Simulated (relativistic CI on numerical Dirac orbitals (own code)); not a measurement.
## Cu²⁺ in a cubic cluster: 2p photoemission with charge transfer

Computed with a charge-transfer multiplet model of a cubic metal-ligand cluster with up to one ligand hole, Slater and spin-orbit integrals from Dirac-Coulomb-Breit ions, Slater integrals scaled by 0.8. The ground state mixes d9 with configurations of k ligand holes L, whose averages lie at kΔ + k(k − 1)U_dd/2; a core hole lowers each added d electron by U_cd. 300 K, Lorentzian 0.6 eV and Gaussian 0.8 eV FWHM.

Atomic integrals in eV (Slater integrals scaled, ζ unscaled), ground: F2dd 11.066, F4dd 6.905, zeta_d 0.099; with the core hole: F2dd 11.066, F4dd 6.905, zeta_d 0.138, zeta_core 13.377, F2cd 7.060, G1cd 5.412, G3cd 3.079.

Cluster parameters (eV): Δ = 3.3, U_dd = 8, 10Dq = 1.55, 10Dq(ligand) = 0.3, V(eg) = 1.35, V(t2g) = -0.58, final-state hopping factor = 0.9.

| Case | n_d | d9 | d10L | S |
| --- | --- | --- | --- | --- |
| U_cd = 7.6 eV | 9.08 | 0.92 | 0.08 | 0.50 |
| U_cd = 8.8 eV | 9.08 | 0.92 | 0.08 | 0.50 |
| U_cd = 9.4 eV | 9.08 | 0.92 | 0.08 | 0.50 |
| U_cd = 10 eV | 9.08 | 0.92 | 0.08 | 0.50 |
| U_cd = 10.6 eV | 9.08 | 0.92 | 0.08 | 0.50 |

Weights, n_d and S are thermal averages at 300 K. Binding energies count from the first peak over 30 % of the highest in each spectrum, which can be another peak from case to case. The parameters are a model scan and need not match a compound or its usual spin state. Peaks in eV (height, largest 100):
- U_cd = 7.6 eV: 0.0 (82), 3.5 (100), 6.0 (48), 20.1 (38), 23.9 (42), 25.1 (47)
- U_cd = 8.8 eV: 0.0 (58), 4.5 (100), 7.0 (43), 20.1 (27), 24.9 (41), 26.1 (42)
- U_cd = 9.4 eV: 0.0 (50), 5.0 (100), 7.5 (42), 20.0 (24), 25.3 (41), 26.6 (41)
- U_cd = 10 eV: 0.0 (45), 5.5 (100), 8.1 (41), 20.1 (22), 25.9 (41), 27.2 (41)
- U_cd = 10.6 eV: 0.0 (41), 6.1 (100), 8.7 (40), 20.1 (20), 26.5 (41), 27.8 (40)

For the case U_cd = 9.4 eV, Δ = 3.3 eV is smaller than U_dd = 8 eV, the charge-transfer side of the Zaanen-Sawatzky-Allen scheme. With the core hole the configuration with one ligand hole lies at Δ − U_cd = -4.3, -5.5, -6.1, -6.7, -7.3 eV from the one without, in the order of the table; where this is negative the screened configuration lies lower.
